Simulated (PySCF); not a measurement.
# Se (selenium, neutral) across methods

[Ar] 3d10 4s1 4p4 4d1, one real determinant (an excited configuration). Computed with PySCF 2.14 in aug-cc-pVTZ-PP with ECP10MDF, with a scalar-relativistic core potential.

| method | E (hartree) | mean ε 4p α (eV) | mean ε 4p β (eV) | mean ε 4d α (eV) | Σ⟨r²⟩ (bohr²) | ⟨S²⟩ |
| --- | --- | --- | --- | --- | --- | --- |
| PBE | -372.4237 | -10.408 | -8.089 | 0.601 | 50.33 | 6.004 |
| BLYP | -372.3824 | -10.097 | -8.149 | 0.837 | 50.66 | 6.003 |
| wB97M-V | -372.2100 | -14.080 | -11.018 | -1.177 | 50.14 | 6.004 |
| M06-2X | -372.6027 | -13.082 | -9.591 | -0.394 | 50.54 | 6.010 |
| r2SCAN | -372.3076 | -11.030 | -8.209 | 0.609 | 50.15 | 6.008 |
| UHF | -371.19073 | -15.830 | -10.098 | -1.364 | 50.34 | 6.018 |
| PBE0 | -372.3944 | -11.909 | -8.928 | 0.043 | 50.10 | 6.005 |
| BP86 | -372.5834 | -10.502 | -8.307 | 0.492 | 50.41 | 6.004 |

Problem. Estimate the same row for LDA.

Solution. E (hartree) = -371.8605; mean ε 4p α (eV) = -10.509; mean ε 4p β (eV) = -8.201; mean ε 4d α (eV) = 0.669; Σ⟨r²⟩ (bohr²) = 50.41; ⟨S²⟩ = 6.003.

⟨L²⟩ = 8.01 against 12 for a pure F term, so this real determinant mixes terms. Energies and moments cover only the electrons outside the core potential. The outer electron is Rydberg-like, and this basis confines it to a smaller radius and binds it less than a complete one would.

The highest occupied level is positive at PBE, BLYP, r2SCAN, LDA, PBE0, BP86: only the finite basis holds that electron, which in a density functional comes from self-interaction.
